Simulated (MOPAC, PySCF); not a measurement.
C₈H₂₀Sn, SMILES `C[CH2][Sn]([CH2]C)([CH2]C)[CH2]C`, neutral singlet in the gas phase. 

Cartesian coordinates (Å):
SMILES: C[CH2][Sn]([CH2]C)([CH2]C)[CH2]C
```xyz
29

C      2.5309     1.0343    -2.2049
C      2.5607     0.3348    -0.8441
Sn     0.5655    -0.0087    -0.0160
C      0.6719    -1.1630     1.8424
C     -0.5581    -1.0005     2.7393
C     -0.6368    -1.1099    -1.4799
C     -1.8259    -1.8563    -0.8697
C     -0.4059     1.9137     0.3855
C     -1.9345     1.8404     0.4205
H      3.5455     1.1997    -2.6082
H      2.0426     2.0215    -2.1467
H      1.9771     0.4447    -2.9544
H      3.0620    -0.6446    -0.9153
H      3.1306     0.9259    -0.1082
H      1.5864    -0.8478     2.3716
H      0.8210    -2.2201     1.5662
H     -0.4687    -1.5859     3.6714
H     -0.7129     0.0511     3.0317
H     -1.4797    -1.3340     2.2351
H     -0.9748    -0.3871    -2.2409
H      0.0411    -1.8101    -1.9961
H     -2.4009    -2.4109    -1.6321
H     -1.5019    -2.5896    -0.1129
H     -2.5289    -1.1688    -0.3716
H     -0.0079     2.2917     1.3420
H     -0.0668     2.6185    -0.3920
H     -2.2937     1.1638     1.2129
H     -2.3911     2.8286     0.6065
H     -2.3469     1.4685    -0.5320
```
Charge 0, spin multiplicity 1.

All levels are single points at this geometry (B3LYP-D3(BJ)/def2-SVP); Pople sets use spherical d functions. Orbital energies aren't observables, and empty levels follow the basis.

PM3 in MOPAC gives HOMO (eV) = -10.01.

Estimate the HOMO (eV) from each of these levels: TPSSh-D3(BJ)/def2-TZVP in PySCF; B3LYP/6-311+G** (LANL2DZ on Sn) in PySCF; B3LYP/6-31G* (LANL2DZ on Sn) in PySCF; B3LYP/LANL2DZ in PySCF; M06-2X/6-31G* (LANL2DZ on Sn) in PySCF; PBE/6-31G* (LANL2DZ on Sn) in PySCF; HF/6-31G* (LANL2DZ on Sn) in PySCF; PM7 in MOPAC.


```csv
level,HOMO (eV)
TPSSh-D3(BJ)/def2-TZVP in PySCF,-6.36
B3LYP/6-311+G** (LANL2DZ on Sn) in PySCF,-6.87
B3LYP/6-31G* (LANL2DZ on Sn) in PySCF,-6.66
B3LYP/LANL2DZ in PySCF,-6.64
M06-2X/6-31G* (LANL2DZ on Sn) in PySCF,-8.00
PBE/6-31G* (LANL2DZ on Sn) in PySCF,-5.66
HF/6-31G* (LANL2DZ on Sn) in PySCF,-9.65
PM7 in MOPAC,-9.66
```
